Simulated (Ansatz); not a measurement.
Computed with Ansatz on PBE0-D4/def2-TZVP structures; ΔE is electronic, products minus reactants. CBS: MP2 limit from def2 TZ/QZ plus the TZ coupled-cluster correction, frozen cores. This one scheme is used for every species. DFT in def2-TZVPP. For Se outer-core shells are correlated without core-valence functions, which leaves a few kJ/mol of doubt a bond. Scalar relativity is left out up to krypton. Each species was taken in one conformer, which may not be the lowest.

Reaction (cleavage of the Si–Al bond): `N[SiH2][Al]([OH])[Cl]` + H₂Se → `N[SiH2][SeH]` + `[OH][AlH][Cl]`

CCSD(T)/CBS gives -0.79 eV.

Another level gave -0.77 eV. Which?
A. SCS-MP2/def2-TZVPP
B. PBE0-D4/def2-TZVPP
C. r2SCAN/def2-TZVPP
D. PBE-D4/def2-TZVPP

C. r2SCAN -0.77, SCS-MP2/def2-TZVPP -0.84, PBE-D4 -0.65, PBE0-D4 -0.70 eV.

Largest T1 diagnostic among the species: 0.012.

From PBE to PBE0 (25 % exact exchange), in def2-TZVPP and without D4, ΔE moves by −0.06 eV.
